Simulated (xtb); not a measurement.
Harmonic IR lines of one isomer of C7H8OS2Si, unscaled. Computed with GFN2-xTB in xtb.

wavenumber (cm⁻¹): 534 (w), 559 (w), 740 (w), 766 (s), 786 (vs), 797 (w), 949 (w), 1059 (m), 1132 (w), 1157 (vw), 1167 (w), 1390 (m), 1409 (vw), 1430 (w), 1477 (vw), 1514 (m), 2261 (s), 2267 (vs), 2940 (w), 2954 (vw)

**Question.** Say which structure gives these lines.
(A) `COc1csc2c([SiH3])csc12`
(B) `COc1c([SiH3])sc2ccsc12`
(C) `COc1cc2sc([SiH3])cc2s1`
(D) `COc1csc2cc([SiH3])sc12`

**Answer.** B, `COc1c([SiH3])sc2ccsc12`
